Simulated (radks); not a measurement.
Values are calculated unless marked as measured or tabulated.
Ionisation of neutral cerium, [Xe] 4f1 5d1 6s2, to Ce+, [Xe] 4f1 5d2, under several functionals. Dirac Kohn-Sham, spin-unpolarised, spherical densities, point nucleus; open shells fill j = l - 1/2 first; a radial shooting solver on a logarithmic mesh with Libxc functionals.

\begin{tabular}{lrrrrrr}
functional & E(Ce) (hartree) & Exc (hartree) & IE (eV) & -e(HOMO) (eV) & <r> HOMO (bohr) & IE error (eV) \\ \hline
BP86 & -8866.5903 & -211.4647 & 6.321 & 3.260 & 2.920 & +0.783 \\
LDA (Slater exchange, Perdew-Wang correlation) & -8858.6175 & -203.4062 & 6.380 & 3.267 & 2.914 & +0.842 \\
RPBE & -8865.5685 & -210.4321 & 5.980 & 3.111 & 2.918 & +0.441 \\
B86b exchange with PBE correlation & -8866.0644 & -210.9344 & 6.141 & 3.158 & 2.919 & +0.602 \\
exchange-only B88 & -8862.9890 & -207.8163 & 5.815 & 2.376 & 2.997 & +0.277 \\
LDA (Slater exchange, Perdew-Zunger correlation) & -8858.6191 & -203.4079 & 6.386 & 3.270 & 2.915 & +0.848 \\
\end{tabular}

NIST Atomic Spectra Database: 5.539 eV (measured). Closest: exchange-only B88. The Delta-SCF values span 0.57 eV, the total energies 7.97 hartree. The highest occupied level is 5d3/2. Spin polarisation and multiplet splitting are left out, so open shells lie too high by an amount that depends on their filling.

Beside tabulated values, note that spin-unpolarised runs miss the spin-polarisation part of the exchange energy of open shells.
